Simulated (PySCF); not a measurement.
C₄H₂BrF, SMILES C#C/C(Br)=C\F.

Geometry: PBE0-D3(BJ)/def2-SVP. The structure was generated by enumeration; whether it is a known compound was not checked.

These are PySCF 2.14.0 with PBE0-D3(BJ)/def2-SVP values and carry that method's errors.

Frequencies are harmonic and unscaled.

```json
[
 {"mode": "1", "ν (cm⁻¹)": "129", "IR (km/mol)": "1.6", "Raman (Å⁴/amu)": "9.4", "depolarisation": "0.75", "moving atoms (share of kinetic energy)": "C 53 %, F 23 %, H 13 %, Br 12 %"},
 {"mode": "2", "ν (cm⁻¹)": "214", "IR (km/mol)": "2.7", "Raman (Å⁴/amu)": "4.1", "depolarisation": "0.74", "moving atoms (share of kinetic energy)": "C 57 %, F 24 %, Br 13 %"},
 {"mode": "3", "ν (cm⁻¹)": "232", "IR (km/mol)": "1.5", "Raman (Å⁴/amu)": "3.2", "depolarisation": "0.75", "moving atoms (share of kinetic energy)": "C 74 %, F 16 %"},
 {"mode": "4", "ν (cm⁻¹)": "286", "IR (km/mol)": "11.7", "Raman (Å⁴/amu)": "1.4", "depolarisation": "0.75", "moving atoms (share of kinetic energy)": "C 60 %, H 26 %, F 14 %"},
 {"mode": "5", "ν (cm⁻¹)": "379", "IR (km/mol)": "2.4", "Raman (Å⁴/amu)": "7.6", "depolarisation": "0.17", "moving atoms (share of kinetic energy)": "F 45 %, Br 30 %, C 23 %"},
 {"mode": "6", "ν (cm⁻¹)": "451", "IR (km/mol)": "2.4", "Raman (Å⁴/amu)": "3.0", "depolarisation": "0.61", "moving atoms (share of kinetic energy)": "C 82 %"},
 {"mode": "7", "ν (cm⁻¹)": "593", "IR (km/mol)": "0.9", "Raman (Å⁴/amu)": "11.6", "depolarisation": "0.75", "moving atoms (share of kinetic energy)": "C 91 %, H 9 %"},
 {"mode": "8", "ν (cm⁻¹)": "668", "IR (km/mol)": "37.0", "Raman (Å⁴/amu)": "4.5", "depolarisation": "0.75", "moving atoms (share of kinetic energy)": "H 78 %, C 22 %"},
 {"mode": "9", "ν (cm⁻¹)": "724", "IR (km/mol)": "31.4", "Raman (Å⁴/amu)": "1.9", "depolarisation": "0.70", "moving atoms (share of kinetic energy)": "H 76 %, C 24 %"},
 {"mode": "10", "ν (cm⁻¹)": "779", "IR (km/mol)": "21.1", "Raman (Å⁴/amu)": "8.9", "depolarisation": "0.16", "moving atoms (share of kinetic energy)": "C 88 %"},
 {"mode": "11", "ν (cm⁻¹)": "872", "IR (km/mol)": "11.1", "Raman (Å⁴/amu)": "3.8", "depolarisation": "0.75", "moving atoms (share of kinetic energy)": "H 68 %, C 31 %"},
 {"mode": "12", "ν (cm⁻¹)": "1047", "IR (km/mol)": "99.5", "Raman (Å⁴/amu)": "15.6", "depolarisation": "0.68", "moving atoms (share of kinetic energy)": "C 84 %"},
 {"mode": "13", "ν (cm⁻¹)": "1237", "IR (km/mol)": "126.4", "Raman (Å⁴/amu)": "7.9", "depolarisation": "0.27", "moving atoms (share of kinetic energy)": "C 43 %, F 31 %, H 26 %"},
 {"mode": "14", "ν (cm⁻¹)": "1355", "IR (km/mol)": "6.1", "Raman (Å⁴/amu)": "20.2", "depolarisation": "0.23", "moving atoms (share of kinetic energy)": "H 61 %, C 38 %"},
 {"mode": "15", "ν (cm⁻¹)": "1729", "IR (km/mol)": "71.4", "Raman (Å⁴/amu)": "81.2", "depolarisation": "0.25", "moving atoms (share of kinetic energy)": "C 94 %"},
 {"mode": "16", "ν (cm⁻¹)": "2236", "IR (km/mol)": "5.5", "Raman (Å⁴/amu)": "391.4", "depolarisation": "0.26", "moving atoms (share of kinetic energy)": "C 91 %, H 9 %"},
 {"mode": "17", "ν (cm⁻¹)": "3247", "IR (km/mol)": "3.7", "Raman (Å⁴/amu)": "74.7", "depolarisation": "0.27", "moving atoms (share of kinetic energy)": "H 91 %, C 9 %"},
 {"mode": "18", "ν (cm⁻¹)": "3488", "IR (km/mol)": "90.6", "Raman (Å⁴/amu)": "28.2", "depolarisation": "0.23", "moving atoms (share of kinetic energy)": "H 86 %, C 14 %"}
]
```
